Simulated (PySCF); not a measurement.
UHF on Sn (tin, neutral)

Configuration: [Kr] 4d10 5s2 5p1 5d1, one real determinant (an excited configuration). Calculation: PySCF 2.14, in aug-cc-pVTZ-PP with one added diffuse shell each of d, f type with ECP28MDF (6s5p5d3f, 67 functions); scalar relativity through the core potential.

* Total energy: -213.148460 hartree
* One-electron energy: -372.5633 hartree
* Hartree (Coulomb) energy: 176.4003 hartree
* Exchange energy: -16.9855 hartree
* ⟨S²⟩: 2.0103
* ⟨L²⟩: 8.033
* Sum of ⟨r⟩: 34.34 bohr
* Sum of ⟨r²⟩: 127.5 bohr²
* Traceless quadrupole moment −½Σ⟨3z² − r²⟩ along its main axis: 19.7 e·bohr²

```json
{"shell": "4s α", "electrons": "1", "mean orbital energy (hartree)": "-6.02455", "spread (hartree)": "0", "rms radius, mean of both spins (bohr)": "0.879"}
{"shell": "4s β", "electrons": "1", "mean orbital energy (hartree)": "-6.02079", "spread (hartree)": "0", "rms radius, mean of both spins (bohr)": "0.879"}
{"shell": "4p α", "electrons": "3", "mean orbital energy (hartree)": "-4.20994", "spread (hartree)": "0.00450", "rms radius, mean of both spins (bohr)": "0.953"}
{"shell": "4p β", "electrons": "3", "mean orbital energy (hartree)": "-4.20603", "spread (hartree)": "0.01820", "rms radius, mean of both spins (bohr)": "0.953"}
{"shell": "4d α", "electrons": "5", "mean orbital energy (hartree)": "-1.47392", "spread (hartree)": "0.01328", "rms radius, mean of both spins (bohr)": "1.17"}
{"shell": "4d β", "electrons": "5", "mean orbital energy (hartree)": "-1.46999", "spread (hartree)": "0.02078", "rms radius, mean of both spins (bohr)": "1.17"}
{"shell": "5s α", "electrons": "1", "mean orbital energy (hartree)": "-0.67371", "spread (hartree)": "0", "rms radius, mean of both spins (bohr)": "2.54"}
{"shell": "5s β", "electrons": "1", "mean orbital energy (hartree)": "-0.59941", "spread (hartree)": "0", "rms radius, mean of both spins (bohr)": "2.54"}
{"shell": "5p α", "electrons": "1", "mean orbital energy (hartree)": "-0.38763", "spread (hartree)": "0", "rms radius, mean of both spins (bohr)": "3.17"}
{"shell": "5d α", "electrons": "1", "mean orbital energy (hartree)": "-0.06010", "spread (hartree)": "0", "rms radius, mean of both spins (bohr)": "9.15"}
```

⟨L²⟩ = 8.03 against 12 for a pure F term, so this real determinant mixes terms. Energies and moments cover only the electrons outside the core potential. The outer electron is Rydberg-like, and this basis confines it to a smaller radius and binds it less than a complete one would.
